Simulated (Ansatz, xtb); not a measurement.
## A geometry optimisation of CH3GeSi+ with r2SCAN-D4/def2-SVP

The starting geometry of this gas-phase singlet was built from a drawn formula by distance geometry and a force field; its bonds are those of `[Si+]#[C][GeH3]`.

```yaml
atoms:
  - { symbol: C, position_ang: [-1.6238, -1.7715, -0.0663] }
  - { symbol: Ge, position_ang: [0.0630, -1.5459, -0.8583] }
  - { symbol: Si, position_ang: [-2.9810, -1.9413, 0.6357] }
  - { symbol: H, position_ang: [0.2673, -0.0740, -1.2592] }
  - { symbol: H, position_ang: [1.1891, -2.0170, 0.1086] }
  - { symbol: H, position_ang: [0.1403, -2.3734, -2.1606] }
```

Q: Predict what it relaxes into with r2SCAN-D4/def2-SVP.

A: It rearranges to `[Si]=[CH][GeH2+]`. Distances that change by over a tenth: C1–Si3 (1.54 → 1.76 Å). Contacts that open: Ge2–H6 (1.54 → 2.49 Å). Contacts that close: C1–H6 (2.80 → 1.11 Å).

The energy falls by 5.03 eV over 23 steps:

```tsv
step	E − E(last) (eV)
1	5.027
3	3.598
6	3.258
8	2.243
11	0.883
13	0.727
16	0.333
18	0.061
21	0.000
23	0.000
```

Final geometry (Å):

```yaml
atoms:
  - { symbol: C, position_ang: [-1.3650, -1.9303, -0.7454] }
  - { symbol: Ge, position_ang: [0.3375, -1.2687, -0.6015] }
  - { symbol: Si, position_ang: [-2.1805, -2.8129, 0.5397] }
  - { symbol: H, position_ang: [0.9788, -0.5146, -1.7563] }
  - { symbol: H, position_ang: [1.1278, -1.4708, 0.6839] }
  - { symbol: H, position_ang: [-1.8436, -1.7258, -1.7205] }
```

From the same start GFN2-xTB reaches the same bonding as this run.

No frequencies were run, so the end isn't proven a minimum. Run with Ansatz 0.2.0, 34 s on 2 threads of Arm Neoverse V2 (shared host).
